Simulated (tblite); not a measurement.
C5H8ClFO.
Numbering: `[CH3:1][C:2]([CH3:3])([CH2:4][F:5])[C:6](=[O:7])[Cl:8]` (hydrogens: H9, H10, H11 on C1; H12, H13, H14 on C3; H15, H16 on C4)

Structure used (GFN2-xTB), in Å, numbered top down from 1:
```
atom  x, y, z in Å
C1     0.2488   -0.4854    1.3912
C2     0.0452   -0.0523   -0.0656
C3     0.2318    1.4626   -0.2116
C4    -1.3656   -0.4486   -0.5322
F5    -2.3079    0.1780    0.2395
C6     1.0289   -0.7729   -0.9520
O7     0.7875   -1.5118   -1.8481
Cl8    2.7092   -0.4262   -0.5468
H9     1.2181   -0.1588    1.7561
H10    0.1849   -1.5678    1.4814
H11   -0.5282   -0.0384    2.0064
H12    1.2009    1.7679    0.1716
H13    0.1562    1.7586   -1.2557
H14   -0.5462    1.9715    0.3518
H15   -1.5415   -0.1424   -1.5673
H16   -1.5297   -1.5250   -0.4300
```

Level: GFN2-xTB in tblite, geometry and Hessian alike; calculated harmonic values, unscaled, isolated species. This tight-binding method is rough: wavenumbers can miss measured ones by several per cent, in bad cases by 10 to 20. One conformer, not necessarily the lowest.

Harmonic wavenumbers (cm⁻¹): 41.4, 97.7, 157.6, 170.0, 226.2, 237.1, 253.4, 311.3, 335.1, 353.9, 441.7, 512.5, 646.4, 674.8, 811.3, 930.3, 931.5, 973.2, 1002.9, 1026.0, 1061.9, 1166.3, 1208.3, 1234.3, 1250.2, 1320.3, 1396.6, 1413.5, 1446.2, 1476.4, 1478.8, 1488.8, 1493.4, 1816.4, 2964.1, 2970.2, 3036.7, 3038.4, 3048.6, 3051.4, 3057.9, 3061.6.

A = 3000, B = 1101, C = 979.0 MHz; mass 138.025 u (most abundant isotopes); point group Cs, symmetry number 1.

**Question.** Zero-point energy?

**Answer.** ½Σν̃ = 26807 cm⁻¹ = 320.69 kJ/mol.

**Question.** Give the ideal-gas entropy at 298.15 K and 1 bar in the rigid-rotor, harmonic-oscillator model (classical rotation).

**Answer.** Translation 170.31, rotation 121.28, vibration 109.33: S = 400.9 J/(mol K).

**Question.** And Cp and H(298.15 K) − H(0)?

**Answer.** Cp = 145.58 J/(mol K), of which vibrations give 112.33 (their classical limit is 42 R = 349.2); H(298.15 K) − H(0) = 27.38 kJ/mol without the zero-point energy, 17.47 from vibrations.

**Question.** Blend soft modes into free rotors: weight 1/[1 + (100 cm⁻¹/ν̃)⁴] for the oscillator and the rest for a rotor with moment μB/(μ + B), μ = h/(8π²ν), B = 10⁻⁴⁴ kg m². What vibrational entropy results?

**Answer.** 102.01 J/(mol K) in place of 109.33, which changes −T·S at 298.15 K by +2.18 kJ/mol.

**Question.** How do the functions run with temperature in this model?

**Answer.** 
```tsv
T (K)	S (J/(mol K))	Cp (J/(mol K))	H − H(0) (kJ/mol)	G − H(0) (kJ/mol)	ln q(vib)
150	319.6	96.1	9.43	-38.51	2.56
250	376.7	129.8	20.75	-73.42	4.96
400	448.3	177.8	43.88	-135.44	8.48
600	530.7	229.2	84.88	-233.54	12.95
900	633.9	279.2	161.77	-408.77	19.14
```

q(vib) and H(0) count from the zero-point level.

Hindered rotation and anharmonicity are outside this model. Other conformers, if any are populated, would add a mixing term that is left out.
